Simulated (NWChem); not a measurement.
Molecule: diarsenic (As$_{2}$); SMILES [As]#[As]

```xyz
2

As     0.0000     0.0000     1.0593
As     0.0000     0.0000    -1.0593
```
Atoms are numbered in this order, from 1.

Level: B3LYP/6-31G* (spherical d) (NWChem), optimised geometry, unscaled harmonic frequencies. B3LYP is NWChem's, with the RPA form of VWN correlation.

Q: List the harmonic frequencies with IR intensities, and the thermochemistry.

A: 
| frequency (cm⁻¹) | IR intensity (km/mol) |
|---|---|
| 447 | 0.0 |

- zero-point energy: 0.6 kcal/mol
- thermal correction to the enthalpy at 298.15 K (with zero-point energy): 2.9 kcal/mol
- heat capacity Cv: 6.3 cal/(mol K)
- entropy at 298.15 K and 1 atm (symmetry number 2): 57.5 cal/(mol K)
- dipole moment: 0.00 D

Rigid rotor and harmonic oscillator.
